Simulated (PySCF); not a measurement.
F5Nb, SMILES [Nb-]([F])([F])([F])([F])[F] (connectivity only; charge and spin as stated), charge -1, multiplicity 2.

Coordinates come from a B3LYP-D3(BJ)/def2-SVPD optimisation. The multiplicity is an assumed one; other spin states were not compared. The def2 effective core potentials stand for the cores of Nb; spin–orbit coupling is left out.

Two levels are set side by side: PBE/def2-SVPD (PySCF) and ωB97X/def2-SVPD (PySCF). Same geometry, gas phase. Differences are taken from unrounded values.

```csv
quantity,ωB97X,PBE,PBE minus ωB97X
α-spin orbital gap (eV),8.10,0.40,-7.70
β-spin orbital gap (eV),13.58,5.98,-7.59
mean polarisability (bohr³),46.4,52.3,5.9
```

PBE's more diffuse valence density responds more strongly to a field. Differences between two approximate levels are no errors against the true value.

Rough cost on one machine, each run with all the roots and properties that it gave: ωB97X against PBE within a factor of 2.
